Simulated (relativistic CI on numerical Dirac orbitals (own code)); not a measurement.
**Slater and spin-orbit integrals, Ir¹⁴⁺**

These numbers are calculated, not measured: Dirac-Coulomb-Breit CI, KLI orbitals optimised for each configuration, model QED (radiative potential, 1s self-energy scaled to tabulated hydrogen-like ionisation energies), unscaled Slater integrals (own radial code, finite nucleus).

Slater integrals F^k, G^k are unscaled and averaged over j, outside the closed core [Kr] 4d10; ζ comes from projecting the Hamiltonian with its Breit term on Σ l·s of the shell.

- 4f¹⁴5s²5p: ζ(5p) = 98592 cm⁻¹; <r>(5p) = 0.9877, <r^2>(5p) = 1.089 (bohr units).
- 4f¹⁴5s5p²: F^2(5p,5p) = 108410, G^1(5s,5p) = 140700, ζ(5p) = 98104 cm⁻¹; <r>(5s) = 0.9021, <r^2>(5s) = 0.9061, <r>(5p) = 0.9868, <r^2>(5p) = 1.087 (bohr units).
- 4f¹³5s²5p²: ζ(4f) = 6983.8, F^2(5p,5p) = 109170, F^2(4f,5p) = 81550, G^2(4f,5p) = 30249, G^4(4f,5p) = 26405, ζ(5p) = 101120 cm⁻¹; <r>(4f) = 0.503, <r^2>(4f) = 0.3012, <r>(5p) = 0.9797, <r^2>(5p) = 1.071 (bohr units).

In this model ζ of a weakly bound d, f or g electron outside closed shells comes out too small, for d by up to a factor of two or three and at times with the wrong sign; that of an outer p electron is too small as well.

Averages of the first 10 configurations, taken without configuration mixing, which lowers the lowest level and can move excited configurations by several eV; other configurations of the list can lie among them:

```
Configuration  Parity  States  Average energy above the lowest level (eV)
    4f¹⁴5s²5p     odd       6                                        13.6
    4f¹⁴5s5p²    even      30                                        62.2
   4f¹³5s²5p²     odd     210                                        49.4
    4f¹⁴5s²5d    even      10                                        82.2
   4f¹⁴5s5p5d     odd     120                                       128.8
    4f¹⁴5s²5f     odd      14                                       148.5
  4f¹³5s²5p5d    even     840                                       118.6
    4f¹⁴5s²5g    even      18                                       194.2
   4f¹⁴5s5p5f    even     168                                       195.6
    4f¹⁴5s²6s    even       2                                       128.1
```
